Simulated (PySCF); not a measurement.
# One molecule, several mistakes: BCGeH7N

These are calculations, not measurements. The program is PySCF 2.14.0, an open-source quantum chemistry code, run on an isolated molecule that a program drew, which may never have been made. The molecule is BCGeH7N (charge 0, doublet), drawn as the SMILES string `B[NH][GeH2][CH2]`.

Each row is a Hartree-Fock (HF) and frozen-core CCSD(T) single point in the cc-pVDZ basis, meant for a local HF minimum. Run 1 is clean. Each other run has one planted mistake out of seven kinds, and not every kind appears here: one electron removed, one electron added, multiplicity raised by two, geometry at a saddle point, minimal basis STO-3G, one bond length entered in bohr, all coordinates scaled. The reference is restricted for singlets and unrestricted otherwise, and also for a bond in bohr. Adding or removing an electron swaps singlet and doublet. Electrons count all cores. HOMO and LUMO are orbital energies over both spins, the gradient is its largest component, and the lowest frequency (negative if imaginary) is given only where the gradient is small. Bond lengths are over the 10 bonds as drawn. T1 is the CCSD diagnostic: over 0.02 (restricted) or 0.045 (unrestricted) a single reference is doubtful. Germanium has the cc-pVDZ-PP basis, with a core potential (ECP10MDF) in place of its 10 inner electrons, and its 3s, 3p and 3d shells are frozen in CCSD(T).

Geometry of the clean run:
```xyz
11
BCGeH7N, angstrom
B    -1.3543    3.0422    1.4534
N    -0.3125    3.0215    0.5214
Ge    0.3410    1.5629   -0.4256
C     2.2529    1.4456   -0.1642
H    -1.9338    2.0238    1.7291
H    -1.6671    4.0793    1.9801
H     0.1352    3.8986    0.3285
H    -0.4002    0.3415    0.1126
H     0.0557    1.7505   -1.9199
H     2.7020    1.5473    0.8195
H     2.9381    1.2298   -0.9782
```

```
run,electrons,basis functions,<S^2>,HOMO (eV),LUMO (eV),gradient (hartree/bohr),lowest frequency (cm^-1),mean bond (Å),longest bond (Å),T1,HF (hartree),CCSD(T) (hartree),mistake
1,57,100,0.762,-10.52,2.36,2.5e-05,47,1.3832,1.933,0.0135,-414.45310,-414.99365,no fault
2,57,100,1.634,-8.74,1.52,4.1e-02,-,1.5485,3.511,0.0389,-414.32890,-414.85198,one bond length entered in bohr
3,57,100,0.768,-10.54,2.34,4.6e-02,-,1.4759,2.063,0.0161,-414.41319,-414.96789,all coordinates scaled
4,57,100,3.781,-4.95,-2.35,3.1e-02,-,1.3832,1.933,0.0191,-414.20044,-414.73890,?
```

**Which mistake was planted in run 4, and what did it cost?**

Electrons, basis and geometry are unchanged, and <S^2> is 3.781, beside S(S+1) = 3.75 for a multiplicity of 4. So the mistake is: multiplicity raised by two. Subtracting run 1 and multiplying by 627.51 kcal/mol a hartree, the energy moved by 158.5 kcal/mol in HF and 159.9 kcal/mol in CCSD(T).

